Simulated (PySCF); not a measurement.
## Magnetic susceptibility: SMILES C=N/N=C/C(F)(F)F, C₃H₃F₃N₂

Molfile (atoms numbered from 1):
```
C3H3F3N2
     RDKit          3D

 11 10  0  0  0  0  0  0  0  0999 V2000
    2.6295    0.0905    0.2642 C   0  0  0  0  0  0  0  0  0  0  0  0
    1.5700    0.1064   -0.4110 N   0  0  0  0  0  0  0  0  0  0  0  0
    0.3583    0.3079   -0.2008 N   0  0  0  0  0  0  0  0  0  0  0  0
   -0.6576   -0.4501   -0.1556 C   0  0  0  0  0  0  0  0  0  0  0  0
   -2.0152    0.1797   -0.1354 C   0  0  0  0  0  0  0  0  0  0  0  0
   -2.0463    1.3925   -0.6939 F   0  0  0  0  0  0  0  0  0  0  0  0
   -2.4916    0.3249    1.1199 F   0  0  0  0  0  0  0  0  0  0  0  0
   -2.9163   -0.5790   -0.7813 F   0  0  0  0  0  0  0  0  0  0  0  0
    2.6515    0.0981    1.3492 H   0  0  0  0  0  0  0  0  0  0  0  0
    3.5628    0.0675   -0.2719 H   0  0  0  0  0  0  0  0  0  0  0  0
   -0.6398   -1.5356   -0.1093 H   0  0  0  0  0  0  0  0  0  0  0  0
  1  2  2  0
  2  3  1  0
  3  4  2  0
  4  5  1  0
  5  6  1  0
  5  7  1  0
  5  8  1  0
  1  9  1  0
  1 10  1  0
  4 11  1  0
M  END
```

Theory: GIAO B97-2/pcSseg-1 magnetisability, rotational g tensor and spin-rotation constants, non-relativistic, gas phase (PySCF). Geometry: GFN2-xTB.

Task: How diamagnetic is it, and how anisotropic?

Result: Isotropic -837 × 10⁻³⁰ J/T², or -50.4 × 10⁻⁶ cm³/mol; principal values -908, -849, -754 × 10⁻³⁰ J/T², anisotropy 135 × 10⁻³⁰ J/T² (root of half the summed squared differences of the principal values). The susceptibility is in cgs units.

Task: Split it along the inertial axes a, b, c into diamagnetic and paramagnetic parts about the centre of mass, with the quadrupole moment.

Result: 
```tsv
axis	χ (10⁻⁶ cm³/mol)	diamagnetic (10⁻⁶ cm³/mol)	paramagnetic (10⁻⁶ cm³/mol)	summed x² of all electrons (Å²)	quadrupole Θ (D Å)
a	-45.5	-283.2	237.7	248.0	+7.06
b	-53.4	-1193.0	1139.6	33.6	-4.28
c	-52.4	-1194.8	1142.4	33.2	-2.78
```
Anisotropies 2χaa − χbb − χcc = +14.7 and 2χbb − χaa − χcc = -8.9 × 10⁻⁶ cm³/mol. Θ is traceless in Buckingham's convention.

Task: And the rotational g tensor?

Result: 
```tsv
axis	rotational constant (GHz)	g	nuclear part	electronic part
a	5.2638	-0.0813	0.5065	-0.5878
b	1.0038	-0.0086	0.5288	-0.5374
c	1.0005	-0.0095	0.5275	-0.5370
```
Asymmetric top; isotopes 12C, 19F, 1H, 14N; no vibrational averaging.
